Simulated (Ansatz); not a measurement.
Geometry optimisation, Ansatz, RKS BLYP-D4/def2-SVP.

The input (input.yaml):

```yaml
crystal:
  periodic: [false, false, false]
  atoms:
    - { symbol: O, position_ang: [-0.88325, 0.1215, -0.31203] }
    - { symbol: Si, position_ang: [0.51415, 0.52962, 0.84091] }
    - { symbol: Mg, position_ang: [1.68869, -1.49452, -0.03867] }
    - { symbol: F, position_ang: [0.48578, -1.73935, -1.30854] }
    - { symbol: H, position_ang: [-1.59997, 0.69863, -0.62325] }
    - { symbol: H, position_ang: [-0.66948, -0.6126, -0.94955] }
    - { symbol: H, position_ang: [0.79511, 1.89594, 0.33801] }
    - { symbol: H, position_ang: [-0.33104, 0.60078, 2.05311] }
total_charge: 1
basis:
  gaussian: { orbitals: def2-SVP }
hamiltonian:
  xc: blyp
  dispersion: d4
relax:
  f_tol: 0.015
  max_steps: 40
output:
  orbitals: {}
```

Run as:

```bash
$ ansatz run input.yaml --threads 1 --pin off --max-ram 2048MiB --backend cpu --events-out ev --progress --plain --runs-dir out
```

Q: Where does it end, and by what steps?

A: The run converged. Limits of this set-up: the dipole of an ion depends on the origin. After 11 steps the energy has fallen by 0.171 eV; F4 moved furthest, 0.16 Å.

| step | energy less start (eV) | largest force component (eV/Å) | accepted |
| --- | --- | --- | --- |
| 0 | 0.0000 | 0.825 | yes |
| 1 | -0.1232 | 0.492 | yes |
| 2 | -0.1451 | 0.270 | yes |
| 3 | -0.1609 | 0.201 | yes |
| 4 | -0.1685 | 0.150 | yes |
| 5 | -0.1706 | 0.091 | yes |
| 6 | -0.1713 | 0.022 | yes |
| 7 | -0.1714 | 0.023 | yes |
| 8 | -0.1714 | 0.034 | yes |
| 9 | -0.1715 | 0.016 | yes |
| 10 | -0.1715 | 0.014 | no |
| 11 | -0.1715 | 0.004 | yes |

```xyz
8
Properties=species:S:1:pos:R:3
O -0.855 0.105 -0.364
Si 0.457 0.606 0.864
Mg 1.674 -1.485 -0.103
F 0.339 -1.790 -1.331
H -1.590 0.652 -0.716
H -0.559 -0.717 -0.960
H 0.813 1.999 0.445
H -0.279 0.630 2.166
```

Whether the end is a true minimum wasn't checked by a vibrational analysis.

The run took 42 s on 1 thread of Arm Neoverse V1, with other jobs on the host, peak memory 0.15 GiB.
